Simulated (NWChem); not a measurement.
The numbers come from NWChem runs, not from measurements. System: HFSSn, charge 1, spin multiplicity 2, at the geometry of a parent with another charge or spin, in a state set for the comparison that need not be this species' ground state. Its SCF solution wasn't tested for a lower state. Level: UHF/def2-TZVP with def2 effective core potentials on Sn.

Job file:

```
start mol
memory heap 200 mb stack 900 mb global 1100 mb
charge 1
geometry units angstroms nocenter noautoz
  Sn    -0.503606    -0.276460     0.000000
  F      0.898536    -1.673347     0.000000
  S      1.066929     1.647272     0.000000
  H      0.022620     2.526773     0.000000
  symmetry group Cs
end
basis spherical
  * library def2-tzvp
end
ecp
  Sn library def2-ecp
end
scf
  uhf
  nopen 1
  maxiter 100
  thresh 1e-7
  semidirect memsize 60000000 filesize 0
  # guess.movecs holds the orbitals of an unrestricted PBE0 run
  vectors input guess.movecs output mol.movecs
end
task scf energy
```

NWChem printed:

```
             Northwest Computational Chemistry Package (NWChem) 7.3.0
             --------------------------------------------------------

                                NWChem Input Module
                                -------------------

 Scaling coordinates for geometry "geometry" by  1.889725989
 (inverse scale =  0.529177249)

 Turning off AUTOSYM since
 SYMMETRY directive was detected!

                             Geometry "geometry" -> ""
                             -------------------------

 Output coordinates in angstroms (scale by  1.889725989 to convert to a.u.)

  No.       Tag          Charge          X              Y              Z
 ---- ---------------- ---------- -------------- -------------- --------------
    1 Sn                  50.0000    -0.50360600    -0.27646000     0.00000000
    2 F                    9.0000     0.89853600    -1.67334700     0.00000000
    3 S                   16.0000     1.06692900     1.64727200     0.00000000
    4 H                    1.0000     0.02262000     2.52677300     0.00000000

 Effective nuclear repulsion energy (a.u.)     330.2897354244

            Nuclear Dipole moment (a.u.)
            ----------------------------
        X                 Y               Z
 ---------------- ---------------- ----------------
     0.0000151178     0.0000037795     0.0000000000

      Symmetry information
      --------------------

 Group name             Cs
 Group number              2
 Group order               2
 No. of unique centers     4

      Symmetry unique atoms

     1    2    3    4


 Summary of "ao basis" -> "" (spherical)
 ------------------------------------------------------------------------------
       Tag                 Description            Shells   Functions and Types
 ---------------- ------------------------------  ------  ---------------------
 *                         def2-tzvp                  on all atoms

 Summary of "ao basis" -> "ao basis" (spherical)
 ------------------------------------------------------------------------------
       Tag                 Description            Shells   Functions and Types
 ---------------- ------------------------------  ------  ---------------------
 Sn                        def2-tzvp                16       50   6s5p3d2f
 F                         def2-tzvp                11       31   5s3p2d1f
 S                         def2-tzvp                13       37   5s5p2d1f
 H                         def2-tzvp                 4        6   3s1p

                                 NWChem SCF Module
                                 -----------------

  ao basis        = "ao basis"
  functions       =   124
  atoms           =     4
  alpha electrons =    24
  beta  electrons =    23
  charge          =   1.00
  wavefunction    = UHF
  use symmetry    = T
  symmetry adapt  = T

 Summary of "ao basis" -> "ao basis" (spherical)
 ------------------------------------------------------------------------------
       Tag                 Description            Shells   Functions and Types
 ---------------- ------------------------------  ------  ---------------------
 Sn                        def2-tzvp                16       50   6s5p3d2f
 F                         def2-tzvp                11       31   5s3p2d1f
 S                         def2-tzvp                13       37   5s5p2d1f
 H                         def2-tzvp                 4        6   3s1p

      Symmetry analysis of basis
      --------------------------

        a'         84
        a"         40

 Forming initial guess at       0.1s

   Symmetry analysis of molecular orbitals - initial alpha
   -------------------------------------------------------

  Numbering of irreducible representations:

     1 a'          2 a"

  Orbital symmetries:

     1 a'          2 a'          3 a'          4 a'          5 a'
     6 a"          7 a'          8 a"          9 a'         10 a'
    11 a'         12 a'         13 a"         14 a"         15 a'
    16 a'         17 a'         18 a'         19 a'         20 a'
    21 a"         22 a'         23 a'         24 a"         25 a"
    26 a'         27 a'         28 a'         29 a'         30 a"
    31 a'         32 a'         33 a"         34 a'

   Symmetry analysis of molecular orbitals - initial beta
   ------------------------------------------------------

  Numbering of irreducible representations:

     1 a'          2 a"

  Orbital symmetries:

     1 a'          2 a'          3 a'          4 a'          5 a'
     6 a"          7 a'          8 a"          9 a'         10 a'
    11 a'         12 a'         13 a"         14 a"         15 a'
    16 a'         17 a'         18 a'         19 a'         20 a"
    21 a'         22 a'         23 a"         24 a'         25 a"
    26 a'         27 a'         28 a'         29 a"         30 a'
    31 a'         32 a'         33 a"         34 a"

 Starting SCF solution at       0.1s

 ----------------------------------------------
         Quadratically convergent UHF

 Convergence threshold     :          1.000E-07
 Maximum no. of iterations :          100
 Integral*density screening:          1.000E-09
 ----------------------------------------------

              iter       energy          gnorm     gmax       time
             ----- ------------------- --------- --------- --------
                 1     -710.6820127287  7.12D-01  2.43D-01      3.4
                 2     -710.7105141901  1.34D-01  2.57D-02      3.6
                 3     -710.7145386887  1.16D-02  1.71D-03      4.3
                 4     -710.7146127493  1.63D-04  3.89D-05      5.7
[...]
                    UHF Final Alpha Molecular Orbital Analysis
                    ------------------------------------------

 Vector   22  Occ=1.000000D+00  E=-7.498536D-01  Symmetry=a'
              MO Center=  6.3D-01, -4.2D-02, -4.5D-15, r^2= 3.7D+00
   Bfn.  Coefficient  Atom+Function         Bfn.  Coefficient  Atom+Function
  ----- ------------  ---------------      ----- ------------  ---------------
    57      0.302771  2 F  py                97      0.274905  3 S  py
    60      0.271460  2 F  py                 5     -0.239235  1 Sn s
    96      0.226834  3 S  px                 2     -0.175050  1 Sn s
    63      0.167742  2 F  py

 Vector   23  Occ=1.000000D+00  E=-6.442919D-01  Symmetry=a'
              MO Center= -3.3D-01,  1.1D-01, -2.1D-15, r^2= 3.8D+00
   Bfn.  Coefficient  Atom+Function         Bfn.  Coefficient  Atom+Function
  ----- ------------  ---------------      ----- ------------  ---------------
     5      0.509724  1 Sn s                  2      0.342729  1 Sn s
     6      0.334177  1 Sn s                 16     -0.276782  1 Sn px
     3     -0.272017  1 Sn s                 97      0.254420  3 S  py
    96      0.245909  3 S  px                10      0.229214  1 Sn px
     4     -0.223477  1 Sn s                 13     -0.222263  1 Sn px

 Vector   24  Occ=1.000000D+00  E=-6.341351D-01  Symmetry=a"
              MO Center=  9.6D-01,  1.6D+00, -5.0D-15, r^2= 1.6D+00
   Bfn.  Coefficient  Atom+Function         Bfn.  Coefficient  Atom+Function
  ----- ------------  ---------------      ----- ------------  ---------------
    98      0.556571  3 S  pz               101      0.315123  3 S  pz
    95      0.233155  3 S  pz                89     -0.187923  3 S  pz

 Vector   25  Occ=0.000000D+00  E=-2.164712D-01  Symmetry=a"
              MO Center= -6.0D-01, -1.9D-01,  1.6D-14, r^2= 3.7D+00
   Bfn.  Coefficient  Atom+Function         Bfn.  Coefficient  Atom+Function
  ----- ------------  ---------------      ----- ------------  ---------------
    18      0.579788  1 Sn pz                21      0.335995  1 Sn pz
    12     -0.332975  1 Sn pz                15      0.271151  1 Sn pz
   101     -0.168027  3 S  pz

 Vector   26  Occ=0.000000D+00  E=-1.464810D-01  Symmetry=a'
              MO Center= -7.7D-01, -1.5D-01,  1.2D-14, r^2= 4.9D+00
   Bfn.  Coefficient  Atom+Function         Bfn.  Coefficient  Atom+Function
  ----- ------------  ---------------      ----- ------------  ---------------
    20      0.593995  1 Sn py                17      0.441421  1 Sn py
    11     -0.276371  1 Sn py                86     -0.244966  3 S  s
    14      0.241595  1 Sn py                32     -0.219936  1 Sn d -2
   100      0.213552  3 S  py                 6      0.206539  1 Sn s

 Vector   27  Occ=0.000000D+00  E=-1.127660D-01  Symmetry=a'
              MO Center= -5.2D-01, -8.5D-03, -2.3D-15, r^2= 5.7D+00
   Bfn.  Coefficient  Atom+Function         Bfn.  Coefficient  Atom+Function
  ----- ------------  ---------------      ----- ------------  ---------------
    19      0.719063  1 Sn px                 5      0.410322  1 Sn s
   100      0.399832  3 S  py                16      0.310126  1 Sn px
    86     -0.294475  3 S  s                  6      0.274098  1 Sn s
     2      0.233524  1 Sn s                 10     -0.211596  1 Sn px
    13      0.188336  1 Sn px                34      0.188280  1 Sn d  0

                     UHF Final Beta Molecular Orbital Analysis
                     -----------------------------------------

 Vector   21  Occ=1.000000D+00  E=-7.596044D-01  Symmetry=a'
              MO Center=  8.4D-01,  7.9D-01, -3.6D-15, r^2= 3.6D+00
   Bfn.  Coefficient  Atom+Function         Bfn.  Coefficient  Atom+Function
  ----- ------------  ---------------      ----- ------------  ---------------
    97      0.267437  3 S  py                57      0.249835  2 F  py
    96     -0.244295  3 S  px               120      0.222131  4 H  s
    60      0.219812  2 F  py                85     -0.211832  3 S  s
    86     -0.190816  3 S  s

 Vector   22  Occ=1.000000D+00  E=-6.785740D-01  Symmetry=a'
              MO Center=  3.4D-02,  1.5D-01,  2.6D-15, r^2= 3.3D+00
   Bfn.  Coefficient  Atom+Function         Bfn.  Coefficient  Atom+Function
  ----- ------------  ---------------      ----- ------------  ---------------
     5      0.538305  1 Sn s                  2      0.383277  1 Sn s
     6      0.316489  1 Sn s                  3     -0.302628  1 Sn s
     4     -0.244715  1 Sn s                  1     -0.241800  1 Sn s
    85     -0.204605  3 S  s                 17      0.201358  1 Sn py
    86     -0.186367  3 S  s                 11     -0.178442  1 Sn py

 Vector   23  Occ=1.000000D+00  E=-6.196348D-01  Symmetry=a"
              MO Center=  9.4D-01,  1.5D+00,  1.5D-14, r^2= 1.7D+00
   Bfn.  Coefficient  Atom+Function         Bfn.  Coefficient  Atom+Function
  ----- ------------  ---------------      ----- ------------  ---------------
    98      0.541148  3 S  pz               101      0.325333  3 S  pz
    95      0.229656  3 S  pz                89     -0.185134  3 S  pz

 Vector   24  Occ=0.000000D+00  E=-2.901176D-01  Symmetry=a'
              MO Center= -5.0D-02,  5.1D-01, -1.1D-14, r^2= 4.5D+00
   Bfn.  Coefficient  Atom+Function         Bfn.  Coefficient  Atom+Function
  ----- ------------  ---------------      ----- ------------  ---------------
     6      0.415311  1 Sn s                 99      0.258895  3 S  px
    16     -0.253453  1 Sn px                97      0.240066  3 S  py
     5      0.236163  1 Sn s                 96      0.235695  3 S  px
     2      0.213623  1 Sn s                100      0.204137  3 S  py
    10      0.201643  1 Sn px                 3     -0.173097  1 Sn s

 Vector   25  Occ=0.000000D+00  E=-2.033256D-01  Symmetry=a"
              MO Center= -5.2D-01, -1.1D-01, -1.9D-15, r^2= 3.9D+00
   Bfn.  Coefficient  Atom+Function         Bfn.  Coefficient  Atom+Function
  ----- ------------  ---------------      ----- ------------  ---------------
    18      0.569022  1 Sn pz                21      0.366485  1 Sn pz
    12     -0.326442  1 Sn pz                15      0.262456  1 Sn pz
   101     -0.199010  3 S  pz

 Vector   26  Occ=0.000000D+00  E=-1.212402D-01  Symmetry=a'
              MO Center= -6.9D-01, -1.7D-01,  2.5D-14, r^2= 5.5D+00
   Bfn.  Coefficient  Atom+Function         Bfn.  Coefficient  Atom+Function
  ----- ------------  ---------------      ----- ------------  ---------------
    20      0.679825  1 Sn py                19     -0.278476  1 Sn px
    17      0.242019  1 Sn py                32     -0.221641  1 Sn d -2
    11     -0.200281  1 Sn py                 5     -0.198483  1 Sn s
    14      0.177567  1 Sn py                99      0.177463  3 S  px

 center of mass
 --------------
 x =  -0.09088858 y =  -0.10203721 z =   0.00000000

 moments of inertia (a.u.)
 ------------------
         553.172520950007        -155.905070897569           0.000000000000
        -155.905070897569         290.125281525767           0.000000000000
           0.000000000000           0.000000000000         843.297802475773

  Mulliken analysis of the total density
  --------------------------------------

    Atom       Charge   Shell Charges
 -----------   ------   -------------------------------------------------------
    1 Sn  22    20.65   0.29 -0.77  1.53  0.95  1.14  0.51 -0.40  6.35  0.38  0.44  0.01  8.99  1.04  0.12  0.06  0.00
    2 F    9     9.54   0.77  1.20  0.60  1.00  0.39  2.21  2.27  1.08  0.00  0.01  0.00
    3 S   16    16.04   2.01  0.49  1.48  1.11  0.83  4.17  1.70  0.83  2.35  0.99  0.03  0.07  0.01
    4 H    1     0.77   0.22  0.47  0.06  0.02

  Mulliken analysis of the alpha density
  --------------------------------------

    Atom       Charge   Shell Charges
 -----------   ------   -------------------------------------------------------
    1 Sn  22    10.47   0.14 -0.39  0.77  0.47  0.60  0.27 -0.20  3.18  0.23  0.28  0.00  4.49  0.53  0.06  0.03  0.00
    2 F    9     4.78   0.39  0.60  0.30  0.50  0.20  1.11  1.14  0.53  0.00  0.00  0.00
    3 S   16     8.37   1.00  0.24  0.74  0.55  0.42  2.10  0.84  0.48  1.40  0.55  0.01  0.03  0.00
    4 H    1     0.38   0.11  0.23  0.03  0.01

   Mulliken analysis of the beta density
   -------------------------------------

    Atom       Charge   Shell Charges
 -----------   ------   -------------------------------------------------------
    1 Sn  22    10.18   0.14 -0.38  0.76  0.48  0.54  0.24 -0.20  3.17  0.15  0.16  0.01  4.50  0.52  0.06  0.03  0.00
    2 F    9     4.76   0.39  0.60  0.30  0.50  0.20  1.10  1.13  0.54  0.00  0.00  0.00
    3 S   16     7.67   1.00  0.24  0.74  0.55  0.40  2.08  0.86  0.36  0.95  0.44  0.01  0.03  0.00
    4 H    1     0.39   0.11  0.24  0.03  0.01

   Mulliken analysis of the spin density
   -------------------------------------

    Atom       Charge   Shell Charges
 -----------   ------   -------------------------------------------------------
    1 Sn  22     0.29   0.00 -0.00  0.01 -0.00  0.06  0.03 -0.00  0.00  0.08  0.11 -0.00 -0.01  0.01 -0.00  0.00  0.00
    2 F    9     0.02   0.00 -0.00  0.00  0.00 -0.00  0.02  0.01 -0.01  0.00 -0.00  0.00
    3 S   16     0.70   0.00  0.00 -0.00  0.00  0.02  0.02 -0.02  0.12  0.45  0.11  0.00  0.00  0.00
    4 H    1    -0.01  -0.00 -0.01 -0.00  0.00

       Multipole analysis of the density wrt the origin
       ------------------------------------------------

     L   x y z        total         alpha         beta         nuclear
     -   - - -        -----         -----         ----         -------
     0   0 0 0      1.000000    -24.000000    -23.000000     48.000000

     1   1 0 0     -1.440157    -14.182586    -13.904552     26.646981
     1   0 1 0      1.508232     -7.251805     -5.868109     14.628146
     1   0 0 1      0.000000      0.000000      0.000000      0.000000

     2   2 0 0    -26.068414    -72.337043    -64.648028    110.916658
     2   1 1 0      5.059187    -32.530576    -25.648219     63.237983
     2   1 0 1     -0.000000     -0.000000     -0.000000      0.000000
     2   0 2 0    -24.446832   -154.007169   -144.279363    273.839700
     2   0 1 1     -0.000000      0.000000     -0.000000      0.000000
     2   0 0 2    -27.309942    -14.113231    -13.196711      0.000000

 Task  times  cpu:        8.8s     wall:        8.8s

 Total times  cpu:        8.8s     wall:        8.8s
```
